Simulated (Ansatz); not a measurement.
Cr(O)2(OH)2 (CrH₂O₄), SMILES [OH][Cr]([OH])(=[O])=[O], multiplicity 1. Atoms are numbered in the order given.

```xyz
7

Cr     0.0000     0.0000    -0.1183
O      0.0000     1.2478     0.8022
O      0.0000    -1.2478     0.8022
O     -1.4043     0.0000    -1.1309
H     -2.3078     0.0000    -0.7802
O      1.4043     0.0000    -1.1309
H      2.3078     0.0000    -0.7802
```
Charge 0, spin multiplicity 1.

Geometry optimised at B3LYP-D3(BJ)/def2-SVP. The multiplicity is an assumed one; other spin states were not compared. The values are those of a single conformer.

Two levels are set side by side: PBE-D3(BJ)/def2-SVP (Ansatz, an electronic-structure program) and B3LYP-D3(BJ)/def2-SVP (Ansatz). Each level has its own optimised geometry; the coordinates shown are those of the second. Differences are taken from unrounded values.

```
quantity              B3LYP-D3(BJ)  PBE-D3(BJ)  PBE-D3(BJ) minus B3LYP-D3(BJ)
--------------------  ------------  ----------  -----------------------------
mean bond length (Å)         1.417       1.429                          0.012
bond Cr1–O2 (Å)              1.551       1.569                          0.019
bond Cr1–O3 (Å)              1.551       1.569                          0.019
bond Cr1–O4 (Å)              1.731       1.742                          0.010
bond Cr1–O6 (Å)              1.731       1.742                          0.010
bond O4–H5 (Å)               0.969       0.977                          0.008
bond O6–H7 (Å)               0.969       0.977                          0.008
```

GGA bonds tend to be longer and softer than those of functionals with exact exchange. Differences between two approximate levels are no errors against the true value.
